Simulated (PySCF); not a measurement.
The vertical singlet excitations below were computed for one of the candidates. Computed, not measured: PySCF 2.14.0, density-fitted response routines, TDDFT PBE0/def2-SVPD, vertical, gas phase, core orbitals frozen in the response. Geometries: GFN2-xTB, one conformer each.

```tsv
state	E (eV)	f
S1	6.39	0.0077
S2	6.45	0.0074
S3	6.58	0.052
S4	6.66	0.021
S5	6.92	0.0002
S6	7.20	0.0014
S7	7.42	0.180
S8	7.54	0.080
```

Triplets computed (Tamm–Dancoff): 4.35, 5.25, 5.58 eV.

Task: Which structure fits?
A. `FC(F)(P1CC=CC1)F`
B. `CC(C)=C1C(F)=C1F`
C. `CC#CPCC(F)(F)F`

Result: A. Its S1, at 6.39 eV, is the highest among the candidates; the nearest of the others has S1 at 5.41 eV. S1 is HOMO-1→LUMO (83%), HOMO→LUMO (16%). Löwdin shares by element: HOMO carbon 60% or more, phosphorus 10% (atoms not listed hold the other 29%); LUMO carbon 64% or more, phosphorus 8% (atoms not listed hold the other 28%). At the same level the other candidates give, for their lowest levels:
- `CC(C)=C1C(F)=C1F`: 4.47 eV (f 0.002); 5.01 eV (f 0.009); 5.95 eV (f 0.001); 6.20 eV (f 0.000); 6.54 eV (f 0.000); T1 3.83 eV; HOMO -5.94, LUMO -0.19 eV
- `CC#CPCC(F)(F)F`: 5.41 eV (f 0.017); 6.05 eV (f 0.023); 6.38 eV (f 0.004); 6.51 eV (f 0.024); 6.84 eV (f 0.153); T1 4.75 eV; HOMO -7.12, LUMO -0.22 eV
